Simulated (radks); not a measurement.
Excited configurations of Tm+: one electron is placed in a higher orbital outside [Xe] 4f13. The ground configuration is [Xe] 4f13 6s1. All-electron calculation, scalar-relativistic Kohn-Sham, PBEsol, spin-polarised, spherical densities, point nucleus; open shells are filled with parallel spins first (spin-orbit coupling, left out, can overturn this in heavy ions). Program: a radial shooting solver on a logarithmic mesh with Libxc functionals. Excitation = E - E(ground); binding = E(ion) - E, where the ion is the core of charge +2; n* = 2/sqrt(2 binding) in atomic units, and the quantum defect is n - n*.

outer orbital  excitation (eV)  binding (eV)     n*  quantum defect  eigenvalue (eV)  <r> (bohr)
5d                       2.749         9.489  2.395           2.605           -5.912       2.930
5f                       8.676         3.562  3.909           1.091           -2.583       8.635
6p                       3.741         8.497  2.531           3.469           -6.557       4.591
6d                       7.414         4.824  3.359           2.641           -3.661       7.393
6f                       9.851         2.387  4.775           1.225           -1.841       14.83
7s                       6.445         5.793  3.065           3.935           -4.628       7.392
7p                       7.707         4.531  3.466           3.534           -3.575       9.023
7d                       9.276         2.962  4.286           2.714           -2.343       13.03
7f                      10.531         1.707  5.646           1.354           -1.350       22.32

The Delta-SCF ionisation energy is 12.238 eV (NIST Atomic Spectra Database: 12.07 eV, semi-empirical). Self-interaction in the functional shifts the binding energies and quantum defects, so they are the method's values and not measured ones. Open shells are spherical and high-spin; term and fine-structure splittings are not resolved. Spin-orbit splitting is averaged out at the scalar-relativistic level.
